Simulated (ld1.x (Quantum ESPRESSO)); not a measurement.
**Scattering properties, RRKJ potential for B (Z = 5)**

ld1.x (Quantum ESPRESSO) 7.5 input, shortened:

```
&input
   title='B', zed=5., rel=1, dft='PZ', iswitch=3,
   config='[He] 2s2 2p1 3d-2'
 /
 &inputp
   pseudotype=2, tm=.false., lloc=-1, rcloc=1.85,
   nlcc=.true., new_core_ps=.true., rcore=1.25
 /
3
2S  1  0   2.00   0.00  1.55  1.55  0.0
2P  2  1   1.00   0.00  2.40  2.40  0.0
3D  3  2  -2.00   0.05  2.15  2.15  0.0
 &test
   configts(1)='2s2 2p1'
 /
```

The phase is arctan(r·u′/u) with u = r·R(r), unwrapped; energies in Ry, scanned from -3 to 5 Ry. A pole is an energy at which the radial function vanishes at the test radius. The pseudo phase is shifted by a multiple of π to meet the all-electron one at the reference energy, and phase errors are pseudo minus all-electron; the curves can meet again beyond the range given. Levels narrower than the energy grid can be missing from the lists of poles.

Problem. For each channel, where are the poles, and over which energies does the pseudopotential scatter like the atom?

Solution.

```json
{"channel": "s", "radius (bohr)": "2.61", "reference energy (Ry)": "-0.69", "poles, all-electron": "-0.07", "poles, pseudo": "-0.07", "unbroken range about the reference energy with phases within 0.05 rad": "below 2.3", "phase error 1 Ry above the reference energy (rad)": "-0.001"}
{"channel": "p", "radius (bohr)": "2.61", "reference energy (Ry)": "-0.27", "poles, all-electron": "0.34", "poles, pseudo": "0.35", "unbroken range about the reference energy with phases within 0.05 rad": "below 1.5", "phase error 1 Ry above the reference energy (rad)": "+0.009"}
{"channel": "d", "radius (bohr)": "2.61", "reference energy (Ry)": "0.05", "poles, all-electron": "3.16", "poles, pseudo": "3.19", "unbroken range about the reference energy with phases within 0.05 rad": "the whole range", "phase error 1 Ry above the reference energy (rad)": "+0.002"}
```

Phases in the d channel:

| E (Ry) | all-electron | pseudo |
| --- | --- | --- |
| -3.00 | 1.365 | 1.365 |
| -2.52 | 1.349 | 1.349 |
| -2.04 | 1.330 | 1.330 |
| -1.56 | 1.304 | 1.304 |
| -1.08 | 1.269 | 1.269 |
| -0.60 | 1.218 | 1.218 |
| -0.12 | 1.134 | 1.134 |
| 0.36 | 0.972 | 0.972 |
| 0.84 | 0.555 | 0.556 |
| 1.32 | -0.471 | -0.467 |
| 1.80 | -1.145 | -1.142 |
| 2.28 | -1.387 | -1.384 |
| 2.76 | -1.505 | -1.502 |
| 3.24 | -1.583 | -1.578 |
| 3.72 | -1.647 | -1.640 |
| 4.20 | -1.712 | -1.701 |
| 4.68 | -1.799 | -1.776 |
